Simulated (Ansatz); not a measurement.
Calculated with Ansatz (gas phase, PBE0-D4/def2-TZVP geometries, no zero-point term in ΔE). CCSD(T)/CBS adds triple-zeta CCSD(T) − MP2 to the extrapolated MP2 energy (def2 sets, frozen cores). Functionals use def2-TZVPP. B3LYP here is the variant with VWN-RPA as its local correlation; programs differ in this. HSE06 is defined as in plane-wave codes. Elements past krypton have def2 core potentials. For I outer-core shells are correlated without core-valence functions, which leaves a few kJ/mol of doubt a bond. One conformer a species, not always the lowest.

`F[Si](Cl)(Cl)I` + `COC[SiH2]O` → `O[SiH2][Si](F)(Cl)Cl` + `COCI`  (formal exchange of groups at the Si–I bond)

`F[Si](Cl)(Cl)I`:

Z-matrix (Å, degrees):
```
Si
F 1 1.579
Cl 1 2.020 2 107.9
I 1 2.401 2 108.6 3 -120.7
Cl 1 2.020 2 107.9 3 118.7
```

`COC[SiH2]O`:

Z-matrix (Å, degrees):
```
C
O 1 1.404
H 1 1.090 2 107.4
H 1 1.099 2 112.2 3 119.6
H 1 1.098 2 111.2 3 -119.2
C 2 1.422 1 112.8 3 -180.0
Si 6 1.898 2 110.5 1 79.6
H 6 1.100 2 110.9 1 -47.0
H 6 1.094 2 106.1 1 -162.8
O 7 1.647 6 106.1 2 37.6
H 7 1.486 6 110.4 2 156.4
H 7 1.490 6 112.1 2 -83.1
H 10 0.962 7 112.9 6 -17.2
```

`O[SiH2][Si](F)(Cl)Cl`:

```xyz
9

O    -0.432   -1.639    1.042
Si   -0.655   -0.665   -0.264
Si    0.868    1.092   -0.044
F     2.375    0.594   -0.093
Cl    0.610    2.378   -1.609
Cl    0.629    2.113    1.701
H    -0.977   -2.422    1.135
H    -0.395   -1.368   -1.551
H    -2.023   -0.082   -0.317
```

`COCI`:

```xyz
9

C     0.187   -1.026   -0.621
O    -0.823   -0.263    0.002
C    -0.435    0.972    0.403
I     0.902    0.961    2.164
H     0.620   -0.483   -1.470
H    -0.281   -1.943   -0.974
H     0.981   -1.266    0.094
H    -1.301    1.530    0.743
H     0.149    1.517   -0.341
```

```tsv
level	ΔE (kcal/mol)	difference from CCSD(T)/CBS
LDA (SPW92)	20.1	-2.6
PBE-D4	18.4	-4.3
revPBE-D4	18.7	-4.0
BLYP-D4	17.9	-4.8
B97M-V	21.8	-0.9
PBE0-D4	20.9	-1.8
B3LYP-D4	20.1	-2.6
r2SCANh-D4	21.9	-0.8
r2SCAN0-D4	22.9	0.2
HSE06-D4	20.8	-1.9
BHLYP-D4	22.8	0.1
CAM-B3LYP-D4	22.0	-0.7
ωB97X-V	22.7	0.0
ωB97M-V	24.6	1.9
PBE-QIDH	23.3	0.6
PBE	17.9	-4.8
revPBE	16.9	-5.8
BLYP	16.7	-6.0
PBE0	20.5	-2.2
B3LYP	19.2	-3.5
r2SCAN0	22.8	0.1
HSE06	20.5	-2.2
BHLYP	22.0	-0.7
CAM-B3LYP	21.7	-1.0
LC-ωPBE	23.7	1.0
RPA@PBE/def2-TZVPP	20.9	-1.8
HF/def2-SVP	23.1	0.4
MP2/def2-SVP	24.3	1.6
CCSD/def2-SVP	23.1	0.4
CCSD(T)/def2-SVP	22.5	-0.2
HF/def2-TZVPP	22.9	0.2
MP2/def2-TZVPP	24.3	1.6
SCS-MP2/def2-TZVPP	23.2	0.5
CCSD/def2-TZVPP	22.6	-0.1
HF/def2-QZVPP	23.1	0.4
MP2/def2-QZVPP	24.8	2.1
SCS-MP2/def2-QZVPP	23.7	1.0
HF/CBS(def2)	23.1	0.4
MP2/CBS(def2)	25.0	2.3
CCSD/CBS(def2)	23.3	0.6
CCSD(T)/CBS	22.7	0
```

Q: What do rigid-rotor, harmonic-oscillator terms from PBE0-D4/def2-TZVP frequencies (298.15 K, 1 bar) make of the CCSD(T)/CBS value? (Estimate.)

A: Ansatz gave: ΔZPE = -0.2 kcal/mol, ΔH = +22.8 kcal/mol, ΔS = 12 J/(mol·K), ΔG = +22.0 kcal/mol. Modes under 50 cm⁻¹ make the entropy rough.

Largest T1 diagnostic among the species: 0.011.

From r2SCAN to r2SCAN0 (25 % exact exchange), in def2-TZVPP and without D4, ΔE moves by +1.7 kcal/mol. Leaving LDA and LC-ωPBE aside and taking each functional with its dispersion term where it has one, the values spread over 6.7 kcal/mol, from BLYP-D4 to ωB97M-V. LDA lies +2.2 kcal/mol from PBE without D4. The D4 term adds +0.9 kcal/mol with B3LYP and +0.4 kcal/mol with PBE0; it sums over pairs of atoms, weighted by their polarisabilities, and B3LYP, whose exchange is more repulsive, gets the larger term.
